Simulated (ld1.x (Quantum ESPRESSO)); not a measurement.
## Cutoff test, carbon (C), RRKJ

ld1.x (Quantum ESPRESSO) 7.5 input, shortened:

```
&input
   title='C', zed=6., rel=0, dft='PBE', iswitch=3,
   config='[He] 2s2 2p0.5 3d-2'
 /
 &inputp
   pseudotype=2, tm=.false., lloc=-1, rcloc=1.10,
   nlcc=.true., new_core_ps=.true., rcore=0.50
 /
3
2S  1  0   2.00   0.00  1.00  1.00  0.0
2P  2  1   0.50   0.00  1.85  1.85  0.0
3D  3  2  -2.00   0.25  1.55  1.55  0.0
 &test
   configts(1)='2s2 2p0.5'
 /
```

The pseudo-atom Hamiltonian at the reference potential is diagonalised in spherical Bessel functions j_l(qr) that vanish at 20 bohr, with q² up to the cutoff. All-electron valence levels (Ry): 2s -2.4085, 2p -1.7673.

Problem. How do the lowest levels (Ry) of each channel move with the cutoff, and are there ghosts?

Solution.

```
cutoff (Ry)     s #1     s #2     p #1     d #1     f #1     f #2  Σ f·Δε (mRy)
          8  -2.2285  -0.5783  -1.3744  -0.3454  -0.1413  -0.0404         556.6
         12  -2.2586  -0.5821  -1.5494  -0.3478  -0.1413  -0.0404         408.8
         21  -2.3381  -0.5954  -1.7277  -0.3490  -0.1413  -0.0404         160.6
         30  -2.3761  -0.6023  -1.7644  -0.3492  -0.1413  -0.0404          66.3
         45  -2.4016  -0.6069  -1.7673  -0.3492  -0.1413  -0.0404          13.9
         55  -2.4062  -0.6078  -1.7673  -0.3492  -0.1413  -0.0404           4.7
         80  -2.4082  -0.6081  -1.7673  -0.3492  -0.1413  -0.0404           0.6
        100  -2.4085  -0.6082  -1.7673  -0.3492  -0.1413  -0.0404           0.1
        400  -2.4085  -0.6082  -1.7673  -0.3492  -0.1413  -0.0404           0.0
```

Result: no extra level below or beside the all-electron valence levels (s, p, d, f tested); 10 mRy is reached at 50 Ry and 1 mRy at 80 Ry.
